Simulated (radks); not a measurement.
The lutetium ion Lu4+, configuration [Xe] 4f13 (the NIST ground configuration).

Calculated with a radial shooting solver on a logarithmic mesh with Libxc functionals: scalar-relativistic Kohn-Sham, exchange-only LDA, spin-unpolarised, spherical densities, finite nucleus; Fermi nuclear charge, rms radius 5.37 fm.

Energy parts (hartree):
| part | energy |
|---|---|
| total | -14542.3248 |
| kinetic | 15887.7540 |
| electron-nucleus | -35734.0696 |
| Hartree | 5586.5318 |
| exchange | -282.5409 |

Orbitals (lengths in bohr, moments of r in powers of bohr):
orbital  occ.  eigenvalue (hartree)      <r>       <r^4>   <1/r>
1s          2             -2323.149  0.01934   7.090e-07   82.12
2s          2             -396.9563  0.08190   0.0001084   19.16
2p          6             -349.6453  0.07294  0.00008355   17.55
3s          2             -91.30703   0.2129    0.004040   7.082
3p          6             -77.10407   0.2125    0.004297   6.584
3d         10             -59.99316   0.1926    0.003339   6.234
4s          2             -19.54932   0.4778     0.09673   3.004
4p          6             -14.87897   0.5074      0.1285   2.739
4d         10              -8.77895   0.5460      0.1948   2.428
4f         13              -2.05783   0.6839      0.8913   1.884
5s          2              -3.82876    1.144       3.161   1.164
5p          6              -2.69174    1.326       5.937  0.9853

The highest occupied level is 4f at -55.996 eV. Summed over all electrons, <r^2> = 29.26 bohr^2, which gives a Langevin (diamagnetic) susceptibility term of -23.2 x 10^-6 cm^3/mol.

Run on one thread of a shared host, so times are rough (Arm Neoverse N1): 0.16 s of CPU time, 0.16 s wall, 14 iterations on 2189 mesh points.
